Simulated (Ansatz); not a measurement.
Basis-set extrapolation for `N[Si](O)Cl` radical (PBE0-D4/def2-TZVP geometry, frozen core, the Gaussian-basis code of Ansatz). Multiplicity 2, UHF reference.

|  | def2-TZVPP | def2-QZVPP |
| --- | --- | --- |
| HF | -879.681212 | -879.710330 |
| MP2 correlation | -0.738950 | -0.802987 |
| CCSD(T) correlation | -0.799189 | not run |

Energies in hartree. Use E(X) = E(∞) + A·exp(−7.88·√X) for Hartree–Fock and E(X) = E(∞) + B·X^(−2.97) for correlation, with X = 3 and 4, and add CCSD(T) minus MP2 of the smaller set to the MP2 limit.

Task: What is the CCSD(T) energy at the basis-set limit?

Result: HF limit: -879.710330 + (-0.029118) × 0.13774 = -879.71434. MP2 limit: -0.802987 + (-0.064037) × 0.74074 = -0.85042. Higher-order term: -0.799189 − (-0.738950) = -0.06024. Total: -880.62500 hartree, 90.7 kcal/mol below CCSD(T)/def2-TZVPP.
